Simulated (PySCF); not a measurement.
YCl2, SMILES [Cl][Y+][Cl], charge +1. Atoms are numbered in the order given.

```xyz
3

Y      0.0000     0.0000     0.6156
Cl     0.0000    -1.9499    -0.7061
Cl     0.0000     1.9499    -0.7061
```
Charge +1, spin multiplicity 1.

Geometry optimised at B3LYP-D3(BJ)/def2-TZVP. The spin state was assumed, not searched. The isomer is the one that the SMILES or the coordinates give; other isomers of the formula were not compared. The def2 effective core potentials stand for the cores of Y; spin–orbit coupling is left out.

The numbers are results of CAM-B3LYP/def2-TZVPD run with PySCF, not measurements.

Mulliken values depend strongly on the basis, most of all with diffuse functions as here. ESP charges are fitted to the potential on shells at 1.4 to 2.0 van der Waals radii. Atomic charges (e):

```json
[
 {"atom": "Y1", "ESP fit": "1.68", "Mulliken": "1.64"},
 {"atom": "Cl2", "ESP fit": "-0.34", "Mulliken": "-0.32"},
 {"atom": "Cl3", "ESP fit": "-0.34", "Mulliken": "-0.32"}
]
```
